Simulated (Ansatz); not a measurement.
CH4Cl2OSi, SMILES `OC(Cl)[SiH2]Cl`, relaxed with RKS PBE0-D4/def2-TZVP in the Gaussian-basis code of Ansatz from a PBE-D4/def2-SVP geometry. The force threshold is 0.005 eV/Å; the program also tests the step.

Charge 0, multiplicity 1.

Start:

```xyz
9

O    -1.011   -1.284   -0.616
C    -0.001   -0.376   -0.837
Cl    1.688   -1.175   -0.924
Si    0.133    0.944    0.549
Cl   -0.105   -0.199    2.287
H    -0.976   -1.540    0.333
H    -0.144    0.060   -1.847
H    -1.023    1.901    0.477
H     1.440    1.669    0.579
```

(1) How much energy does the relaxation release, and in how many steps? (Best estimate.)

(2) Which bonds change most? (Best estimate.)

(3) Give the relaxed structure. (An estimate is asked.)

## Answers

(1) Computed: 1.30 kcal/mol, in 8 steps.

(2) Computed: C2–Cl3 from 1.870 to 1.822 Å; Si4–Cl5 from 2.094 to 2.057 Å; Si4–H8 from 1.502 to 1.482 Å; C2–Si4 from 1.919 to 1.899 Å.

(3) Computed: 
```xyz
9

O    -1.013   -1.263   -0.647
C     0.018   -0.368   -0.816
Cl    1.639   -1.195   -0.896
Si    0.128    0.935    0.562
Cl   -0.042   -0.131    2.312
H    -1.002   -1.587    0.263
H    -0.108    0.087   -1.800
H    -1.030    1.857    0.480
H     1.411    1.665    0.543
```
